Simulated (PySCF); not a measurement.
Potassium: a sound run and one with changed settings

Sound run: K²⁺ [Ne] 3s2 3p5, K³⁺ [Ne] 3s2 3p4. Computed with PySCF 2.14 in cc-pVTZ-X2C (6s5p3d1f, 43 functions), with the spin-free X2C one-electron Hamiltonian (Gaussian nucleus). In the sound run the correlated levels freeze [Ne] 3s2. The sound run starts from symmetry-adapted Hartree-Fock orbitals and uses a fine grid where one is needed.

Changed run: the non-relativistic Hamiltonian (point nucleus). This setting is unsound on purpose.

| species | method | sound run (hartree) | changed run (hartree) | converged |
| --- | --- | --- | --- | --- |
| K²⁺ | UHF | -600.17093 | -597.29713 | yes |
| K²⁺ | MN15 | -601.01901 | -598.14589 | yes |
| K²⁺ | B3LYP | -600.88942 | -598.01594 | yes |
| K²⁺ | MP2 | -600.21414 | -597.34047 | yes |
| K²⁺ | CCSD(T) | -600.22188 | -597.34827 | yes |
| K³⁺ | UHF | -598.46958 | -595.60065 | yes |
| K³⁺ | MN15 | -599.25122 | -596.38294 | yes |
| K³⁺ | B3LYP | -599.13357 | -596.26496 | yes |
| K³⁺ | MP2 | -598.49208 | -595.62320 | yes |
| K³⁺ | CCSD(T) | -598.49713 | -595.62828 | yes |

Ionisation energy of K²⁺:

```
 method  sound run (eV)  changed run (eV)
    UHF          46.296            46.164
   MN15          48.104            47.972
  B3LYP          47.779            47.646
    MP2          46.860            46.729
SCS-MP2          46.866            46.736
   CCSD          46.932            46.802
CCSD(T)          46.933            46.803
```

Most of the change in total energy is the relativistic energy itself. On top of that the contraction fixes the core shape for the Hamiltonian it was made with, so the changed run is not a good calculation with the other Hamiltonian either.

For comparison, NIST gives 45.803 eV between the lowest levels.
